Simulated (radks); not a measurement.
Q: The mean radii <r> (bohr) of the occupied orbitals of an atom or ion are listed with their occupations. All-electron calculation, Dirac Kohn-Sham, LDA (Slater exchange, Perdew-Wang correlation), spin-unpolarised, spherical densities, point nucleus. Program: a radial shooting solver on a logarithmic mesh with Libxc functionals.

| orbital | occ. | <r> |
|---|---|---|
| 1s1/2 | 2 | 0.06367 |
| 2s1/2 | 2 | 0.2937 |
| 2p1/2 | 2 | 0.2583 |
| 2p3/2 | 4 | 0.2612 |
| 3s1/2 | 2 | 0.8769 |
| 3p1/2 | 2 | 0.9126 |
| 3p3/2 | 4 | 0.9201 |
| 3d3/2 | 0.8 | 1.017 |
| 3d5/2 | 1.2 | 1.019 |

Name the element and its charge. Open shells, if any, are shared by 2j + 1.

A: Z = 24, chromium, charge +4: Cr4+ in [Ar] 3d2. The 1s radius gives Z: for a bare nucleus <r> = (2 gamma + 1)/(2Z) with gamma = sqrt(1 - (Z/c)^2), 0.06186 bohr for Z = 24, and screening makes it slightly larger (0.06367 here). The occupations add up to 20, and the charge is Z minus that.
